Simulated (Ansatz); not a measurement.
A made-up structure of CH2BI, singlet:

C1  (-0.390, 0.629, -0.342)
B2  (0.349, -0.563, 0.306)
I3  (1.440, -2.325, 1.262)
H4  (-1.373, 0.480, -1.040)
H5  (-0.026, 1.778, -0.186)
(Å)

It is relaxed with PBE-D4/def2-SVP and then PBE0-D4/def2-TZVP (Ansatz 0.2.0). Atoms count as bonded within 1.22 times the sum of their covalent radii (H–H: 0.88 Å). The end point is not checked to be a true minimum.

(1) Does its bonding change? (A judgement: the text doesn't fix the answer.)

## Answers

(1) Computed: No: no bond forms or breaks.

Where it ends: The first stage lowers the energy by 1.12 eV in 5 steps. It ends as CH₂BI ([CH2][B][I]):
```
atom    x (Å)    y (Å)    z (Å)
  C1  -0.3478   0.5617  -0.3052
  B2   0.3114  -0.5027   0.2729
  I3   1.2852  -2.0755   1.1273
  H4  -1.2259   0.4286  -0.9288
  H5  -0.0230   1.5879  -0.1662
```

Labels in which every atom is bracketed show which atoms are joined, not bond orders.

For scale, one of the runs: PBE0-D4/def2-TZVP relaxation, 124 basis functions, launched by `ansatz run in.yaml --threads 2 --pin off --events-out ev --progress --plain --max-ram 4352MiB`. The run took about 11 s on 2 CPU threads of an Arm Neoverse V1 (shared host).
